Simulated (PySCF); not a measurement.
# Mg⁺ (magnesium, charge +1) across methods

[Ne] 3p1, 2P determinant (an excited configuration). Calculation: PySCF 2.14, in aug-cc-pVQZ-DK (7s6p4d3f2g, 84 functions); the spin-free X2C one-electron Hamiltonian (Gaussian nucleus).

```
   method  E (hartree)  mean ε 2p α (eV)  mean ε 2p β (eV)  mean ε 3p α (eV)  Σ⟨r²⟩ (bohr²)   ⟨S²⟩
     PBE0    -199.8480           -61.763           -61.646            -9.054          18.07  0.750
BHandHLYP    -199.9510           -65.820           -65.683            -9.503          18.09  0.750
      LDA    -198.9951           -57.844           -57.751            -8.348          17.93  0.750
   r2SCAN    -199.9299           -59.019           -58.939            -8.470          18.02  0.750
CAM-B3LYP    -199.9424           -63.170           -63.067            -9.948          17.91  0.750
      UHF   -199.51952           -72.843           -72.661           -10.452          18.94  0.750
      M06    -199.9497           -62.103           -62.021            -8.778          18.38  0.750
    M06-L    -199.9533           -58.838           -58.790            -8.365          18.20  0.750
```

Estimate the same row for PBE.

E (hartree) = -199.8310; mean ε 2p α (eV) = -57.711; mean ε 2p β (eV) = -57.617; mean ε 3p α (eV) = -8.466; Σ⟨r²⟩ (bohr²) = 17.91; ⟨S²⟩ = 0.750.
